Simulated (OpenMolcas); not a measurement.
V4+: effect of the metal basis and ligand basis

V4+ with 6 ligands (bromide) in octahedral coordination (Oh) at 2.49 Å. A charge of +0.333 e stands 2.8 Å behind each ligand.

| Item | Value |
| --- | --- |
| Program | OpenMolcas 26.06 |
| Method | CASSCF |
| Spin-orbit coupling | RASSI with atomic mean-field integrals over the reference wave functions |

Fixed: active space 1 electron in 5 orbitals (3d), DKH2 Hamiltonian.

States (labels of O, the rotations of Oh). Energies in cm-1 above the lowest state or level, χT in cm3 K/mol; under a threefold ground state the first gap can be a small split of the lowest multiplet, not the spin-orbit step; 10Dq is the gap between the two states.

| Run | Metal basis | Ligand basis | Ground state | First state of that spin | 10Dq | First gap with spin-orbit (degeneracies) | χT at 300 K | Cost |
| --- | --- | --- | --- | --- | --- | --- | --- | --- |
| A | ANO-RCC-VDZP | ANO-RCC-VDZP | 2T2 | 2E 14924 | 14924 | 396.0 (4, 2) | 0.337 | roughly 30 core-seconds |
| B | ANO-RCC-VTZP | ANO-RCC-VDZP | 2T2 | 2E 14792 | 14792 | 391.2 (4, 2) | 0.341 | roughly 30 core-seconds |
| C | ANO-RCC-VTZP | ANO-RCC-VTZP | 2T2 | 2E 14867 | 14867 | 386.4 (4, 2) | 0.343 | roughly 3 core-minutes |

Against A, |10Dq| changes by -0.9 % in B, -0.4 % in C.

Costs are those of the RASSCF and RASSI steps.

An orbital triplet at a regular site is open to Jahn-Teller coupling, which can distort the site and quench the lowest spin-orbit gaps and is left out. Ligand-to-metal charge-transfer states are missing. This ion would oxidise such ligands; the complex is a model and need not exist. With metal d orbitals alone and no dynamic correlation the field as a rule comes out too small, by tens of per cent, by up to half for chloride and softer ligands. The least metal-like active orbital is 72 % on the metal (Löwdin) and no ligand orbital is active, so the numbers are rough (holds for A; C). The least metal-like active orbital is 73 % on the metal (Löwdin) and no ligand orbital is active, so the numbers are rough (holds for B). No measured value stands beside these numbers; the geometry is a model, was not optimised and need not be the one that this ion takes.
